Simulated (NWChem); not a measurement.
# Correlation energy of As

```
As
```
Charge 0, spin multiplicity 4.

The numbers come from NWChem runs, not from measurements.

Basis set: 3-21G. Each correlation energy counts from its own Hartree-Fock reference.

```
method           correlation energy (mHa)
---------------  ------------------------
CCSD on ROHF                        -15.8
CCSD[T] on ROHF                     -15.8
CCSDT on ROHF                       -15.8
CCSD on UHF                         -15.7
CCSD(T) on ROHF                     -15.8
CCSD[T] on UHF                      -15.7
CCSD(T) on UHF                      -15.7
SCS-UMP2                            -11.4
UMP2                                -11.8
```

The values span 4.4 mHa, from CCSDT on ROHF (lowest) to SCS-UMP2 (highest). 

The Hamiltonian is non-relativistic. The correlated methods keep 9 core orbitals frozen. No SCF solution was tested for a lower state. Open-shell Hartree-Fock references start from PBE0 orbitals. Coupled-cluster values serve here as a point of comparison, not as the truth.
